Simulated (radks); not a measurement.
The numbers below are computed, except where a source is named.
Initial-state core-level shifts of neutral potassium when its valence configuration changes from [Ar] 4s1. Level of theory: scalar-relativistic Kohn-Sham, LDA (Slater exchange, Perdew-Wang correlation), spin-polarised, spherical densities, finite nucleus; open shells are filled with parallel spins first; Fermi nuclear charge, rms radius 3.4349 fm (a radial shooting solver on a logarithmic mesh with Libxc functionals). Shifts are changes of the shell-averaged eigenvalues in eV (positive: less bound); the change of the density at the nucleus, which sets a Mossbauer isomer shift, is in e/bohr^3, on a base of 5175.

valence          2s      2p      3s      3p  density at nucleus
3d0.5 4s0.5  -0.862  -0.866  -0.842  -0.842             -0.6020
4p1          -1.500  -1.497  -1.490  -1.466             -1.2966
3d1          -1.355  -1.365  -1.323  -1.329             -1.3052
4s0.5 4p0.5  -0.762  -0.761  -0.757  -0.746             -0.6280
3d0.5 4p0.5  -1.344  -1.349  -1.324  -1.316             -1.3037
